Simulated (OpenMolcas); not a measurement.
Fe2+: ligand-field states by method

Fe2+ with 6 ligands (oxide) in trigonal prismatic coordination (D3h) at 2.16 Å, a polar angle of 54.0° against the regular 49.1°. A charge of +1.67 e stands 2.8 Å behind each ligand. Ligand basis ANO-RCC-VDZP.
```
Fe    0.0000    0.0000    0.0000
O     1.7477    0.0000    1.2693
O    -0.8738    1.5136    1.2693
O    -0.8738   -1.5136    1.2693
O     1.7477    0.0000   -1.2693
O    -0.8738    1.5136   -1.2693
O    -0.8738   -1.5136   -1.2693
```

```json
{
 "Program": "OpenMolcas 26.06",
 "Basis": "ANO-RCC-VDZP [5s4p2d1f]",
 "Scalar Hamiltonian": "DKH2, point nucleus",
 "Active space": "6 electrons in 5 orbitals (3d)",
 "State averaging": "2S+1 = 5 even, 5 roots; 2S+1 = 3 even, 45 roots; 2S+1 = 1 even, 50 roots",
 "Spin-orbit coupling": "RASSI with atomic mean-field integrals over the reference wave functions"
}
```

I. CASSCF
II. SS-CASPT2, IPEA 0.25 Eh, imaginary shift 0.1 Eh (closed shells correlated: 3s 3p and the ligand valence shells)
III. SS-CASPT2, IPEA 0.25 Eh, sigma2 regulariser 0.3 Eh (closed shells correlated: 3s 3p and the ligand valence shells)

Spin-free states (labels of D3, the rotations of D3h) in cm-1, each column counted from its own energy of the first state listed:

```csv
State,Degeneracy,I,II,III
2S+1 = 5,1,0,0,0
5E,2,611,630,640
5E,2,3716,4280,4280
2S+1 = 3,1,20514,18460,18460
2S+1 = 3,1,20548,18480,18490
3E,2,21745,18590,18600
3E,2,21993,19710,19710
3E,2,22673,20410,20410
2S+1 = 3,1,23192,20200,20210
2S+1 = 3,1,24687,19450,19460
3E,2,25372,23590,23590
3E,2,25637,21410,21420
3E,2,26051,22870,22880
2S+1 = 3,1,27722,24310,24320
3E,2,27882,24320,24330
2S+1 = 3,1,27940,24720,24720
2S+1 = 3,1,27962,24720,24720
3E,2,27993,23950,23950
3E,2,29511,26350,26350
3E,2,30014,27010,27010
```

From I to II, I's first state of the same spin (5E) moves from 611 to 630 cm-1, by about +21 cm-1.

From I to II, I's first state of another spin (2S+1 = 3) moves from 20514 to 18460 cm-1, by about -2100 cm-1.

χT at 300 K: I 3.69, II 3.62, III 3.62 cm3 K/mol.

Roots that are degenerate in the reference are averaged as groups; the widest CASPT2 spread within a group is 140 cm-1 (the 2-fold group of multiplicity 5 near 636 cm-1 above the lowest state of its run, III). Shifts and gaps below about the spread of the groups concerned are not significant. Over all roots computed the reference weight is 0.63 to 0.64 in II, 0.63 to 0.64 in III; a low but even weight reflects the number of correlated electrons. The oxide ions are held by bare point charges, a crude embedding. Ligand-to-metal charge-transfer states are missing. With oxide or sulfide held by bare charges the field of late divalent 3d ions can come out several times too small, and g and χT far too large. Without dynamic correlation the repulsion within the d shell is too large (B by tens of per cent), so at a given field states of lower spin stand too high (holds for I). With no ligand orbital active B as a rule stays too high, so bands that hang on it stand too high and its fall with covalency is understated (holds for I). With metal d orbitals alone and no dynamic correlation the field as a rule comes out too small, by tens of per cent, by up to half for chloride and softer ligands, and the orbital part of g and χT, which goes as 1/10Dq, too large (holds for I). A single d shell leaves out the double-shell effect, which counts most for late 3d ions, where the CASPT2 field can be off either way by tens of per cent (holds for II; III). For late 3d ions with one d shell CASPT2 can put B and the spin-flip bands somewhat low as well as high (holds for II; III). Free-ion shares, where given, are those of the reference states; single-state CASPT2 does not remix them (holds for II; III). No measured value stands beside these numbers; the geometry was imposed, not optimised, and the real ion may take another.
